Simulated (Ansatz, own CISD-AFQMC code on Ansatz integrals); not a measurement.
H3B3, SMILES `B=BB` (charge 0, multiplicity 1).

Cartesian coordinates (Å):
```xyz
6

B      1.8291    -0.0184     0.0031
B      0.2820    -0.0057     0.0025
B     -1.2856     0.0109    -0.0013
H      3.0064    -0.0278     0.0033
H     -1.9297    -0.7449     0.6740
H     -1.9021     0.7859    -0.6814
```
Charge 0, multiplicity 1.

Frozen-core energies in cc-pVDZ from Ansatz (an electronic-structure program) at a geometry from PBE0-D3(BJ)/def2-TZVP; the HF reference has <S^2> = 0.00 (restricted, and unstable towards unrestricted orbitals) and the T1 diagnostic is 0.021.

| level | energy (Ha) | difference from CCSDT(Q) (mHa) |
|---|---|---|
| HF | -75.64180 | 278.98 |
| MP2 | -75.86122 | 59.56 |
| CCSD | -75.90818 | 12.60 |
| CCSD(T) | -75.91810 | 2.68 |
| CCSDT | -75.92002 | 0.77 |
| phaseless AFQMC, CISD trial (own CISD-AFQMC code on Ansatz integrals; ±0.40 mHa) | -75.92068 | 0.10 |
| CCSDT(Q) | -75.92078 | 0.00 |
